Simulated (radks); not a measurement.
Q: Rh3+, configuration [Ar] 3d10 4s2 4p5 4d6 4f1 (not the ground configuration). Calculated with a radial shooting solver on a logarithmic mesh with Libxc functionals: scalar-relativistic Kohn-Sham, PBE, spin-polarised, spherical densities, finite nucleus; open shells are filled with parallel spins first (spin-orbit coupling, left out, can overturn this in heavy ions); Fermi nuclear charge, rms radius 4.4945 fm. Some entries of the table are withheld. Estimate them.

orbital  occ.  eigenvalue (eV)  <r^2> (bohr^2)  <1/r> (bohr^-1)
1s up       1        -23087.17        0.001438            47.05
1s down     1        -23086.96        0.001438            47.05
2s up       1        -3388.692         0.02374            10.65
2s down     1        -3387.785         0.02374            10.65
2p up       3        -3042.096         0.01869            10.32
2p down     3        -3041.302         0.01869            10.32
3s up       1        -644.7167          0.1746            3.712
3s down     1        -644.0905          0.1744            3.712
3p up       3        -530.7859          0.1771            3.536
3p down     3        -530.0709          0.1768            3.536
3d up       5        -348.6914          0.1637            3.309
3d down     5        -347.7079          0.1633            3.310
4s up       1              (1)           1.052            1.422
4s down     1              (2)           1.047            1.429
4p up       3         -96.4258           1.253            1.287
4p down     2         -91.5268           1.254            1.291
4d up       5         -48.4928             (3)            1.015
4d down     1         -43.7991             (4)            1.003
4f up       1         -12.8133           13.17           0.3777

A: 
(1) 4s up eigenvalue (eV): -129.2798
(2) 4s down eigenvalue (eV): -124.4912
(3) 4d up <r^2> (bohr^2): 1.967
(4) 4d down <r^2> (bohr^2): 2.044
